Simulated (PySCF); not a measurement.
Al(GeH3)(H)(Me) (CH₇AlGe), SMILES [GeH3][AlH][CH3].

Geometry: PBE-D3(BJ)/def2-SVP. The structure was generated by enumeration; whether it is a known compound was not checked.

Two levels are set side by side: PBE/def2-TZVPD (PySCF) and B3LYP/def2-TZVPD (PySCF). Same geometry, gas phase. Differences are taken from unrounded values.

```json
[
 {"quantity": "orbital gap (eV)", "PBE": "3.84"},
 {"quantity": "highest occupied level (eV)", "PBE": "-6.32"},
 {"quantity": "lowest empty level (eV)", "PBE": "-2.48"},
 {"quantity": "dipole moment (D)", "PBE": "1.24"},
 {"quantity": "mean polarisability (bohr³)", "PBE": "85.5"}
]
```

Question: These are the PBE values. What does B3LYP give? (The exact figures need the calculation; the answer reports its results.)

Answer: 
```tsv
quantity	B3LYP	PBE minus B3LYP
orbital gap (eV)	5.26	-1.42
highest occupied level (eV)	-7.19	0.87
lowest empty level (eV)	-1.93	-0.55
dipole moment (D)	1.26	-0.02
mean polarisability (bohr³)	82.5	3.0
```

PBE's occupied levels lie high since its potential decays too fast outside the molecule; exact exchange lowers them and widens the gap. Loosely held outer electrons make PBE densities more polarisable. Differences between two approximate levels are no errors against the true value.

Rough cost on one machine, each run with all the roots and properties that it gave: B3LYP against PBE within a factor of 2.
